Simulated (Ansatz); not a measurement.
Frontier orbitals of `C[N](C)[Sc]([NH2])[NH2]`.

```xyz
16

C    -0.140   -0.109   -2.020
N     0.348   -0.329   -0.685
C     1.505   -1.184   -0.666
Sc   -0.481    0.456    0.946
N     0.298    0.069    2.746
N    -2.090    1.629    0.782
H    -1.020    0.544   -2.013
H     0.614    0.370   -2.665
H    -0.435   -1.048   -2.516
H     1.861   -1.340    0.358
H     2.345   -0.761   -1.241
H     1.295   -2.179   -1.092
H    -0.049    0.419    3.631
H     1.104   -0.506    2.956
H    -2.583    2.074    1.547
H    -2.571    1.895   -0.068
```

Charge 0, multiplicity 1. Correlated methods include outer-core shells of Sc, which these sets cover unevenly. Scalar relativity is left out up to krypton. Geometry: relaxed with PBE0-D4/def2-TZVP. It is one conformer, not always the lowest. Basis def2-TZVPP, Ansatz 0.2.0.

```tsv
functional	HOMO (eV)	LUMO (eV)	gap (eV)
PBE	-4.67	-1.85	2.82
PBE0	-5.88	-1.02	4.86
r2SCAN0	-6.03	-0.82	5.21
ωB97X-V	-8.23	0.71	8.94
ωB97M-V	-8.17	0.35	8.52
HF	-8.89	1.31	10.20
```

(1) What is the vertical ionisation energy at frozen-core CCSD(T)/def2-TZVPP? (Estimate.)

Results:

(1) The calculation gave: 7.86 eV (T1 of the cation 0.018).

Against PBE, PBE0 changes HOMO and LUMO by −1.21 and +0.83 eV, ωB97M-V by −3.50 and +2.20 eV. A gap of 2.83 eV thus becomes 8.52 eV for the same molecule, so an orbital gap means little without its functional. A positive LUMO is unbound and depends on the basis. −ε(HOMO) differs from that ionisation energy by −3.19 eV with PBE and +0.31 eV with ωB97M-V.
